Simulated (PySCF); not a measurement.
C4H10BBrO (SMILES CCOB(Br)CC), singlet, at a GFN2-xTB geometry, with bond 13-11 at 1.4 times its length; CASSCF(6,8)/STO-3G (PySCF).

Here is a job for PySCF.
```python
from pyscf import gto, scf, mcscf
import numpy

mol = gto.M(
    atom='''
B    -0.616679   -0.212844   -0.226126
Br    1.025099    0.784255   -0.265674
C    -1.533718   -0.240880   -1.525978
C    -1.813336    1.144994   -2.121963
H    -2.481969   -0.735510   -1.305274
H    -1.041575   -0.845531   -2.295759
H    -0.884372    1.648367   -2.383556
H    -2.350036    1.767690   -1.408512
H    -2.418239    1.057637   -3.021576
O    -0.982210   -0.870011    0.853617
C    -0.284103   -1.001932    2.080316
C     0.677460   -2.181363    2.033241
H     0.486442    0.290038    2.389692
H    -1.047225   -1.156781    2.848881
H     1.452198   -2.008364    1.289155
H     1.148144   -2.305388    3.004190
H     0.141587   -3.092552    1.777753
''',
    basis='sto-3g',
    charge=0,
    spin=0,
    verbose=4,
)

mf = scf.RHF(mol)
mf.kernel()
mc = mcscf.CASSCF(mf, 8, 6)
mc.fix_spin_(ss=0.0)
mc.kernel()
occ = numpy.linalg.eigvalsh(mc.fcisolver.make_rdm1(mc.ci, mc.ncas, mc.nelecas))[::-1]
ss = mc.fcisolver.spin_square(mc.ci, mc.ncas, mc.nelecas)[0]
print('natural occupations', occ.round(4), ' <S^2>', round(ss, 4))
```

Output, abridged:

```
PySCF version 2.14.0

[INPUT] verbose = 4
[INPUT] num. atoms = 17
[INPUT] num. electrons = 82
[INPUT] charge = 0
[INPUT] spin (= nelec alpha-beta = 2S) = 0
[INPUT] symmetry False subgroup None
[INPUT] Mole.unit = angstrom
[INPUT] Symbol           X                Y                Z      unit          X                Y                Z       unit  Magmom
[INPUT]  1 B     -0.616679000000  -0.212844000000  -0.226126000000 AA   -1.165354416771  -0.402216867257  -0.427316209643 Bohr   0.0
[INPUT]  2 Br     1.025099000000   0.784255000000  -0.265674000000 AA    1.937156360566   1.482027161821  -0.502051098418 Bohr   0.0
[INPUT]  3 C     -1.533718000000  -0.240880000000  -1.525978000000 AA   -2.898306972316  -0.455197228885  -2.883680492112 Bohr   0.0
[INPUT]  4 C     -1.813336000000   1.144994000000  -2.121963000000 AA   -3.426708411814   2.163725074270  -4.009928916460 Bohr   0.0
[INPUT]  5 H     -2.481969000000  -0.735510000000  -1.305274000000 AA   -4.690241659661  -1.389912461879  -2.466610377516 Bohr   0.0
[INPUT]  6 H     -1.041575000000  -0.845531000000  -2.295759000000 AA   -1.968291488194  -1.597822019830  -4.338355758005 Bohr   0.0
[INPUT]  7 H     -0.884372000000   1.648367000000  -2.383556000000 AA   -1.671220872234   3.114962182771  -4.504268042564 Bohr   0.0
[INPUT]  8 H     -2.350036000000   1.767690000000  -1.408512000000 AA   -4.440924422868   3.340449973132  -2.661701923163 Bohr   0.0
[INPUT]  9 H     -2.418239000000   1.057637000000  -3.021576000000 AA   -4.569809413742   1.998644269207  -5.709951104559 Bohr   0.0
[INPUT] 10 O     -0.982210000000  -0.870011000000   0.853617000000 AA   -1.856107896809  -1.644082515359   1.613102345273 Bohr   0.0
[INPUT] 11 C     -0.284103000000  -1.001932000000   2.080316000000 AA   -0.536876861167  -1.893377075438   3.931227492551 Bohr   0.0
[INPUT] 12 C      0.677460000000  -2.181363000000   2.033241000000 AA    1.280213860348  -4.122178648260   3.842268635237 Bohr   0.0
[INPUT] 13 H      0.486442000000   0.290038000000   2.389692000000 AA    0.919242155486   0.548092385717   4.515863402064 Bohr   0.0
[INPUT] 14 H     -1.047225000000  -1.156781000000   2.848881000000 AA   -1.978968440798  -2.185999276100   5.383604851477 Bohr   0.0
[INPUT] 15 H      1.452198000000  -2.008364000000   1.289155000000 AA    2.744256498641  -3.795257918436   2.436149882114 Bohr   0.0
[INPUT] 16 H      1.148144000000  -2.305388000000   3.004190000000 AA    2.169677711563  -4.356551930859   5.677096326157 Bohr   0.0
[INPUT] 17 H      0.141587000000  -3.092552000000   1.777753000000 AA    0.267560652799  -5.844076305976   3.359466287124 Bohr   0.0

nuclear repulsion = 499.608571876435
number of shells = 36
number of NR pGTOs = 174
number of NR cGTOs = 58
basis = sto-3g
ecp = {}

******** <class 'pyscf.scf.hf.RHF'> ********
method = RHF
initial guess = minao
damping factor = 0
level_shift factor = 0
DIIS = <class 'pyscf.scf.diis.CDIIS'>
diis_start_cycle = 1
diis_space = 8
diis_damp = 0
SCF conv_tol = 1e-09
SCF conv_tol_grad = None
SCF max_cycles = 50
direct_scf = True
direct_scf_tol = 1e-13
Set gradient conv threshold to 3.16228e-05
Initial guess from minao.
init E= -2795.58474608574
  HOMO = -0.36915685304256  LUMO = 0.0550514430987975  gap/eV = 11.54330
cycle= 1 E= -2798.25494330627  delta_E= -2.67  |g|= 0.513  |ddm|= 4.77
  HOMO = -0.244803470030089  LUMO = 0.259654798081033  gap/eV = 13.72701
cycle= 2 E= -2798.36715155951  delta_E= -0.112  |g|= 0.17  |ddm|= 1.02
  HOMO = -0.278646395050768  LUMO = 0.299156362027616  gap/eV = 15.72281
cycle= 3 E= -2798.37679974735  delta_E= -0.00965  |g|= 0.0448  |ddm|= 0.255
  HOMO = -0.298721932819155  LUMO = 0.298199775966065  gap/eV = 16.24307
cycle= 4 E= -2798.3778729537  delta_E= -0.00107  |g|= 0.00898  |ddm|= 0.102
  HOMO = -0.298072188424831  LUMO = 0.294179255971228  gap/eV = 16.11598
cycle= 5 E= -2798.37791930662  delta_E= -4.64e-05  |g|= 0.00262  |ddm|= 0.0211
  HOMO = -0.298146980076017  LUMO = 0.294476488422667  gap/eV = 16.12611
cycle= 6 E= -2798.37792458827  delta_E= -5.28e-06  |g|= 0.000651  |ddm|= 0.00747
  HOMO = -0.298265894695161  LUMO = 0.294624969893861  gap/eV = 16.13338
cycle= 7 E= -2798.37792488823  delta_E= -3e-07  |g|= 0.00013  |ddm|= 0.00188
  HOMO = -0.29828222623921  LUMO = 0.294572116021656  gap/eV = 16.13239
cycle= 8 E= -2798.37792490025  delta_E= -1.2e-08  |g|= 2.59e-05  |ddm|= 0.000373
  HOMO = -0.298278798328247  LUMO = 0.294577656854182  gap/eV = 16.13245
cycle= 9 E= -2798.37792490077  delta_E= -5.24e-10  |g|= 4.95e-06  |ddm|= 7.59e-05
  HOMO = -0.298277878515537  LUMO = 0.294577874470164  gap/eV = 16.13243
Extra cycle  E= -2798.37792490079  delta_E= -1.91e-11  |g|= 1.84e-06  |ddm|= 9.41e-06
converged SCF energy = -2798.37792490079

******** <class 'pyscf.mcscf.mc1step.CASSCF'> ********
CAS (3e+3e, 8o), ncore = 38, nvir = 12
max_cycle_macro = 50
max_cycle_micro = 4
conv_tol = 1e-07
conv_tol_grad = None
orbital rotation max_stepsize = 0.02
orbital rotation threshold for CI restart = 0.01
augmented hessian ah_max_cycle = 30
augmented hessian ah_conv_tol = 1e-12
augmented hessian ah_linear dependence = 1e-14
augmented hessian ah_level shift = 1e-08
augmented hessian ah_start_tol = 2.5
augmented hessian ah_start_cycle = 3
augmented hessian ah_grad_trust_region = 3
kf_trust_region = 3
kf_interval = 4
ci_response_space = 4
ci_grad_trust_region = 3
with_dep4 0
natorb = False
canonicalization = True
sorting_mo_energy = False
ao2mo_level = 2
internal_rotation = False
******** <class 'pyscf.fci.addons.SpinPenaltyFCISolver'> ********
max. cycles = 50
conv_tol = 1e-08
davidson only = True
linear dependence = 1e-12
level shift = 0.001
max iter space = 12
nroots = 1
pspace_size = 400
spin = None
CASCI E = -2798.38461046513  S^2 = 0.0000000
Set conv_tol_grad to 0.000316228
macro iter   1 ( 21 JK    4 micro), CASSCF E = -2798.40638402234  dE = -2.17735572e-02  S^2 = 0.0000000
               |grad[o]|=0.0103  |grad[c]|=0.0441  |ddm|=0.0515  |maxRot[o]|= 0.29
macro iter   2 ( 17 JK    4 micro), CASSCF E = -2798.41827559112  dE = -1.18915688e-02  S^2 = 0.0000000
               |grad[o]|=0.0282  |grad[c]|=0.101  |ddm|=0.131  |maxRot[o]|=0.146
macro iter   3 ( 21 JK    4 micro), CASSCF E = -2798.42925929483  dE = -1.09837037e-02  S^2 = 0.0000000
               |grad[o]|=0.0224  |grad[c]|= 0.27  |ddm|=0.156  |maxRot[o]|=0.257
macro iter   4 ( 21 JK    4 micro), CASSCF E = -2798.43627712297  dE = -7.01782813e-03  S^2 = 0.0000000
               |grad[o]|=0.0244  |grad[c]|=0.0177  |ddm|=0.0417  |maxRot[o]|=0.235
macro iter   5 ( 21 JK    4 micro), CASSCF E = -2798.44495596520  dE = -8.67884224e-03  S^2 = 0.0000000
               |grad[o]|=0.022  |grad[c]|=0.0785  |ddm|=0.0477  |maxRot[o]|=0.159
macro iter   6 ( 21 JK    4 micro), CASSCF E = -2798.44843502534  dE = -3.47906014e-03  S^2 = 0.0000000
               |grad[o]|= 0.02  |grad[c]|=0.0244  |ddm|=0.0205  |maxRot[o]|=0.119
macro iter   7 ( 21 JK    4 micro), CASSCF E = -2798.44955497087  dE = -1.11994552e-03  S^2 = 0.0000000
               |grad[o]|=0.016  |grad[c]|=0.0247  |ddm|=0.00922  |maxRot[o]|=0.112
macro iter   8 ( 21 JK    4 micro), CASSCF E = -2798.45000885832  dE = -4.53887458e-04  S^2 = 0.0000000
               |grad[o]|=0.0131  |grad[c]|=0.0196  |ddm|=0.0069  |maxRot[o]|= 0.13
macro iter   9 ( 21 JK    4 micro), CASSCF E = -2798.45027885970  dE = -2.70001372e-04  S^2 = 0.0000000
               |grad[o]|=0.013  |grad[c]|=0.0144  |ddm|=0.00568  |maxRot[o]|=0.121
macro iter  10 ( 21 JK    4 micro), CASSCF E = -2798.45055125853  dE = -2.72398834e-04  S^2 = 0.0000000
               |grad[o]|=0.0133  |grad[c]|=0.0144  |ddm|=0.00615  |maxRot[o]|=0.0926
macro iter  11 ( 21 JK    4 micro), CASSCF E = -2798.45059387843  dE = -4.26198958e-05  S^2 = 0.0000000
               |grad[o]|=0.0133  |grad[c]|=0.0157  |ddm|=0.00544  |maxRot[o]|=0.0435
macro iter  12 ( 21 JK    4 micro), CASSCF E = -2798.45063712647  dE = -4.32480474e-05  S^2 = 0.0000000
               |grad[o]|=0.0132  |grad[c]|=0.0161  |ddm|=0.00555  |maxRot[o]|=0.0402
macro iter  13 ( 21 JK    4 micro), CASSCF E = -2798.45062898935  dE =  8.13712859e-06  S^2 = 0.0000000
               |grad[o]|=0.0132  |grad[c]|=0.016  |ddm|=0.0057  |maxRot[o]|=0.0343
macro iter  14 ( 21 JK    4 micro), CASSCF E = -2798.45334834319  dE = -2.71935385e-03  S^2 = 0.0000000
               |grad[o]|=0.0132  |grad[c]|=0.00184  |ddm|=0.00546  |maxRot[o]|=0.0621
macro iter  15 ( 21 JK    4 micro), CASSCF E = -2798.45508295946  dE = -1.73461627e-03  S^2 = 0.0000000
               |grad[o]|=0.0105  |grad[c]|=0.00293  |ddm|=0.00458  |maxRot[o]|=0.129
macro iter  16 ( 21 JK    4 micro), CASSCF E = -2798.45496191413  dE =  1.21045332e-04  S^2 = 0.0000000
               |grad[o]|=0.00793  |grad[c]|=0.00718  |ddm|=0.00165  |maxRot[o]|=0.104
macro iter  17 ( 21 JK    4 micro), CASSCF E = -2798.45623222565  dE = -1.27031152e-03  S^2 = 0.0000000
               |grad[o]|=0.00815  |grad[c]|=0.00245  |ddm|=0.00176  |maxRot[o]|=0.0538
macro iter  18 ( 21 JK    4 micro), CASSCF E = -2798.45693183726  dE = -6.99611611e-04  S^2 = 0.0000000
               |grad[o]|=0.00549  |grad[c]|=0.00281  |ddm|=0.00114  |maxRot[o]|=0.133
macro iter  19 ( 13 JK    4 micro), CASSCF E = -2798.45715304797  dE = -2.21210713e-04  S^2 = 0.0000000
               |grad[o]|=0.00309  |grad[c]|=0.00277  |ddm|=0.000622  |maxRot[o]|=0.102
macro iter  20 ( 13 JK    4 micro), CASSCF E = -2798.45724568834  dE = -9.26403618e-05  S^2 = 0.0000000
               |grad[o]|=0.00177  |grad[c]|=0.00171  |ddm|=0.000539  |maxRot[o]|=0.0508
macro iter  21 ( 13 JK    3 micro), CASSCF E = -2798.45725903518  dE = -1.33468429e-05  S^2 = 0.0000000
               |grad[o]|=0.000601  |grad[c]|=0.000717  |ddm|=0.000439  |maxRot[o]|=0.0456
macro iter  22 (  7 JK    1 micro), CASSCF E = -2798.45725968639  dE = -6.51215032e-07  S^2 = 0.0000000
               |grad[o]|=0.000113  |grad[c]|=0.000667  |ddm|=0.000123  |maxRot[o]|=0.00873
macro iter  23 (  4 JK    1 micro), CASSCF E = -2798.45726012415  dE = -4.37760264e-07  S^2 = 0.0000000
               |grad[o]|=0.000109  |grad[c]|=0.000601  |ddm|=9.71e-05  |maxRot[o]|=0.0109
macro iter  24 (  7 JK    1 micro), CASSCF E = -2798.45726043451  dE = -3.10354153e-07  S^2 = 0.0000000
               |grad[o]|=7.1e-05  |grad[c]|=0.000509  |ddm|=9.03e-05  |maxRot[o]|=0.00828
macro iter  25 (  5 JK    1 micro), CASSCF E = -2798.45726068008  dE = -2.45568117e-07  S^2 = 0.0000000
               |grad[o]|=6.52e-05  |grad[c]|=0.000454  |ddm|=6.91e-05  |maxRot[o]|=0.00854
macro iter  26 (  4 JK    1 micro), CASSCF E = -2798.45726085063  dE = -1.70552994e-07  S^2 = 0.0000000
               |grad[o]|=5.53e-05  |grad[c]|=0.00038  |ddm|=6.93e-05  |maxRot[o]|=0.00491
macro iter  27 (  7 JK    1 micro), CASSCF E = -2798.45726099310  dE = -1.42465979e-07  S^2 = 0.0000000
               |grad[o]|=4.53e-05  |grad[c]|=0.000348  |ddm|=5.8e-05  |maxRot[o]|=0.00641
macro iter  28 (  4 JK    1 micro), CASSCF E = -2798.45726110729  dE = -1.14198883e-07  S^2 = 0.0000000
               |grad[o]|=5.83e-05  |grad[c]|=0.00031  |ddm|=4.7e-05  |maxRot[o]|=0.0064
macro iter  29 (  4 JK    1 micro), CASSCF E = -2798.45726118706  dE = -7.97617759e-08  S^2 = 0.0000000
               |grad[o]|=3.56e-05  |grad[c]|=0.00026  |ddm|=4.76e-05  |maxRot[o]|=0.00355
1-step CASSCF converged in  29 macro (455 JK  91 micro) steps
CASSCF canonicalization
Density matrix diagonal elements [1.94553757 1.96544246 1.94854687 0.03877579 0.08138692 0.00669768
 0.01034587 0.00326683]
CASSCF energy = -2798.45726118706
CASCI E = -2798.45726118706  E(CI) = -9.80598379088497  S^2 = 0.0000000
natural occupations [1.9819e+00 1.9693e+00 1.9123e+00 8.6600e-02 3.0100e-02 1.6400e-02
 3.1000e-03 3.0000e-04]  <S^2> 0.0
```
